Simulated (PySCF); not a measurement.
Level of theory: B3LYP-D3(BJ)/def2-TZVP (PySCF). Isolated molecules, 0 K electronic values unless said otherwise. One relaxed conformer stands for a flexible species; it need not be the lowest. B3LYP has the VWN-RPA correlation part, as in Gaussian. Excitations are Tamm–Dancoff values on a coarser integration grid. The basis has no diffuse functions, so Rydberg states are missing or too high.

Reference species (SMILES): `C/C(C#N)=C/[SiH3]` (neutral, multiplicity 1).

The HOMO–LUMO gap comes out as 5.94 eV and the S1 excitation (TDA) comes out as 6.02 eV. The LUMO is -1.90 eV.

Changed species: `N#CC/C=C/[SiH3]`.

Task: Give the shifts of the HOMO–LUMO gap, S1 excitation (TDA) and LUMO.

Result: the HOMO–LUMO gap rises by 1.01 eV, to 6.95 eV; the S1 excitation (TDA) increases by 0.70 eV, to 6.72 eV; the LUMO goes up by 0.78 eV, to -1.12 eV.
